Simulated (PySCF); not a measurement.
**`C=C[P+](C)(C)P(CC)CCOC`, [C₉H₂₁OP₂]+, charge +1**

Geometry:
| atom | x (Å) | y (Å) | z (Å) |
| --- | --- | --- | --- |
| C1 | -2.134 | -1.461 | -1.976 |
| C2 | -2.585 | -1.014 | -0.814 |
| P3 | -1.703 | 0.228 | 0.151 |
| C4 | -2.254 | 1.811 | -0.571 |
| C5 | -2.464 | 0.177 | 1.815 |
| P6 | 0.495 | -0.011 | -0.229 |
| C7 | 0.769 | -1.266 | 1.116 |
| C8 | 0.104 | -2.600 | 0.802 |
| C9 | 0.998 | 1.561 | 0.659 |
| C10 | 2.436 | 1.726 | 0.170 |
| O11 | 2.779 | 0.412 | -0.231 |
| C12 | 3.984 | 0.288 | -0.955 |
| H13 | -1.195 | -1.126 | -2.388 |
| H14 | -2.683 | -2.185 | -2.555 |
| H15 | -3.521 | -1.357 | -0.390 |
| H16 | -2.042 | 2.635 | 0.108 |
| H17 | -1.734 | 1.972 | -1.515 |
| H18 | -3.327 | 1.767 | -0.758 |
| H19 | -2.007 | 0.936 | 2.448 |
| H20 | -2.314 | -0.803 | 2.264 |
| H21 | -3.531 | 0.377 | 1.728 |
| H22 | 0.414 | -0.871 | 2.072 |
| H23 | 1.849 | -1.404 | 1.186 |
| H24 | 0.349 | -3.326 | 1.574 |
| H25 | 0.451 | -2.991 | -0.151 |
| H26 | -0.981 | -2.504 | 0.755 |
| H27 | 0.959 | 1.428 | 1.741 |
| H28 | 0.378 | 2.410 | 0.376 |
| H29 | 2.495 | 2.410 | -0.685 |
| H30 | 3.117 | 2.084 | 0.950 |
| H31 | 4.073 | -0.758 | -1.239 |
| H32 | 4.835 | 0.571 | -0.330 |
| H33 | 3.971 | 0.913 | -1.853 |

Total charge +1.

Computed with GIAO PBE/pcSseg-1 magnetisability, rotational g tensor and spin-rotation constants, non-relativistic, gas phase in PySCF 2.14.0. Geometry: GFN2-xTB.

For an ion the centre-of-mass motion in the field is neglected.

(1) Give the nuclear spin-rotation constants along the inertial axes (H = +C I·J) beside the isotropic shieldings.

Results:

(1) Rotational constants 1.0250, 0.4533, 0.4103 GHz. A star marks the isotopologue with that one atom substituted, in its own axes.
```
atom  isotope  Caa (kHz)  Cbb (kHz)  Ccc (kHz)  mean (kHz)  σ (ppm)
  P3      31P      1.591      0.765      0.643       1.000    308.0
  P6      31P      1.492      0.710      0.613       0.938    348.4
 H13       1H      0.057     -0.054     -0.033      -0.010     24.6
 H14       1H     -0.038     -0.018     -0.026      -0.028     24.6
 H15       1H      0.061     -0.055     -0.039      -0.011     25.1
 H16       1H     -0.122     -0.018     -0.036      -0.059     30.1
 H17       1H     -0.100     -0.054     -0.012      -0.055     30.1
 H18       1H      0.003     -0.052     -0.052      -0.034     29.7
 H19       1H     -0.100     -0.035     -0.030      -0.055     30.1
 H20       1H     -0.132     -0.013     -0.035      -0.060     29.8
 H21       1H     -0.006     -0.053     -0.048      -0.036     29.7
 H22       1H     -0.119     -0.043     -0.007      -0.056     29.6
 H23       1H      0.009     -0.048     -0.049      -0.029     28.9
 H24       1H     -0.124     -0.027     -0.019      -0.056     29.8
 H25       1H     -0.121     -0.039     -0.013      -0.058     30.4
 H26       1H     -0.003     -0.049     -0.055      -0.036     30.9
 H27       1H     -0.122     -0.056      0.009      -0.057     29.0
 H28       1H     -0.091     -0.008     -0.051      -0.050     29.4
 H29       1H     -0.107     -0.033     -0.007      -0.049     28.0
 H30       1H     -0.035     -0.049     -0.017      -0.034     27.3
 H31       1H     -0.117      0.019     -0.047      -0.048     27.5
 H32       1H     -0.015     -0.049     -0.027      -0.030     27.7
 H33       1H     -0.121     -0.032     -0.002      -0.051     28.0
  C1     13C*      0.473      0.118      0.129       0.240     32.1
  C2     13C*      0.445      0.115      0.115       0.225     47.8
  C4     13C*      0.162      0.061      0.056       0.093    165.0
  C7     13C*      0.188      0.073      0.067       0.110    148.4
  C8     13C*      0.149      0.066      0.059       0.091    164.7
  C9     13C*      0.169      0.071      0.074       0.104    149.9
 C10     13C*      0.269      0.076      0.099       0.148    111.9
 O11     17O*     -0.071     -0.050     -0.060      -0.060    261.5
 C12     13C*      0.179      0.109      0.091       0.126    119.3
```
For the geometry as given, no vibrational averaging.
